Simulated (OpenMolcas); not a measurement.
**Os5+ in a point-charge field**

Os5+ among 4 point charges of -0.75 e arranged as a square (D4h), 1.85 Å from the ion.

| Item | Value |
| --- | --- |
| Program | OpenMolcas |
| Method | SS-CASPT2, IPEA 0.25 Eh, imaginary shift 0.1 Eh (closed shells correlated: 5s 5p) |
| Basis | ANO-RCC-VDZP [7s6p4d2f1g] |
| Scalar Hamiltonian | DKH2, point nucleus |
| Active space | 3 electrons in 5 orbitals (5d) |
| State averaging | 2S+1 = 4 even, 10 roots; 2S+1 = 2 even, 40 roots |
| Spin-orbit coupling | RASSI with atomic mean-field integrals over the reference wave functions |

The lowest spin-free states (labels of D4, the rotations of D4h), above the lowest:

```csv
State,Degeneracy,E (cm-1),Free-ion L (%)
4E,2,0,F (97)
4A2,1,220,F (60)
4B1,1,250,F (100)
4E,2,5300,F (95)
4B2,1,5370,F (100)
2E,2,13350,G (55)
2A1,1,13400,G (88)
2A2,1,13780,H (87)
2E,2,14160,H (63)
2B1,1,14300,G (63)
2B2,1,14620,G (68)
4A2,1,14650,P (60)
2B2,1,14750,H (45)
2E,2,15800,G (68)
2A2,1,16460,G (66)
2B1,1,16600,D (37)
2A1,1,16700,G (88)
2E,2,16920,P (48)
2B1,1,20930,D (49)
4E,2,21060,P (92)
```

The lowest levels with spin-orbit coupling:

```json
{"E (cm-1)": "0", "Degeneracy": "2", "Label": "E3/2", "2S+1": "4 (79 %)", "g": "0.56 0.56 1.26"}
{"E (cm-1)": "2770", "Degeneracy": "2", "Label": "E1/2", "2S+1": "4 (85 %)", "g": "0.15 0.81 0.81"}
{"E (cm-1)": "7160", "Degeneracy": "2", "Label": "E3/2", "2S+1": "4", "g": "0.80 2.42 2.42"}
{"E (cm-1)": "8460", "Degeneracy": "2", "Label": "E3/2", "2S+1": "4 (88 %)", "g": "1.42 1.42 1.44"}
{"E (cm-1)": "8990", "Degeneracy": "2", "Label": "E1/2", "2S+1": "4", "g": "0.74 3.07 3.07"}
{"E (cm-1)": "12590", "Degeneracy": "2", "Label": "E3/2", "2S+1": "4 (83 %)", "g": "1.58 2.62 2.62"}
{"E (cm-1)": "12780", "Degeneracy": "2", "Label": "E1/2", "2S+1": "4 (78 %)", "g": "0.45 3.10 3.10"}
{"E (cm-1)": "13900", "Degeneracy": "2", "Label": "E1/2", "2S+1": "4 (77 %)", "g": "2.17 2.17 3.93"}
{"E (cm-1)": "14580", "Degeneracy": "2", "Label": "E3/2", "2S+1": "4 (80 %)", "g": "1.09 1.09 3.83"}
{"E (cm-1)": "15990", "Degeneracy": "2", "Label": "E1/2", "2S+1": "4 (58 %)", "g": "1.62 2.01 2.01"}
{"E (cm-1)": "16780", "Degeneracy": "2", "Label": "E3/2", "2S+1": "2 (55 %)", "g": "1.04 1.04 1.82"}
{"E (cm-1)": "18240", "Degeneracy": "2", "Label": "E3/2", "2S+1": "2 (54 %)", "g": "1.30 1.30 5.10"}
{"E (cm-1)": "18740", "Degeneracy": "2", "Label": "E1/2", "2S+1": "4 (57 %)", "g": "2.40 3.00 3.00"}
{"E (cm-1)": "19230", "Degeneracy": "2", "Label": "E1/2", "2S+1": "4 (71 %)", "g": "3.00 3.00 4.97"}
{"E (cm-1)": "20260", "Degeneracy": "2", "Label": "E1/2", "2S+1": "2 (52 %)", "g": "1.12 1.86 1.86"}
{"E (cm-1)": "20510", "Degeneracy": "2", "Label": "E3/2", "2S+1": "4 (54 %)", "g": "0.63 0.63 3.72"}
{"E (cm-1)": "23160", "Degeneracy": "2", "Label": "E1/2", "2S+1": "2 (50 %)", "g": "1.41 1.41 1.83"}
{"E (cm-1)": "24300", "Degeneracy": "2", "Label": "E3/2", "2S+1": "2 (61 %)", "g": "0.98 0.98 3.01"}
{"E (cm-1)": "24890", "Degeneracy": "2", "Label": "E1/2", "2S+1": "2 (56 %)", "g": "0.66 3.55 3.55"}
{"E (cm-1)": "25450", "Degeneracy": "2", "Label": "E1/2", "2S+1": "2 (68 %)", "g": "0.32 3.55 3.55"}
```

Powder χT (cm3 K/mol): 0.0695 at 2 K, 0.0701 at 10 K, 0.0732 at 50 K, 0.077 at 100 K, 0.0847 at 200 K, 0.0924 at 300 K. The effective moment at 300 K is 2.828 √(χT) = 0.86 μB.

Spin-orbit coupling mixes the spin-free states strongly: the lowest level takes only 46 % from its leading state, 4E. Free-ion shares, where given, are those of the reference states; single-state CASPT2 does not remix them. Point charges carry no covalency, so the field is a model and not that of real ligands. No measured value stands beside these numbers.
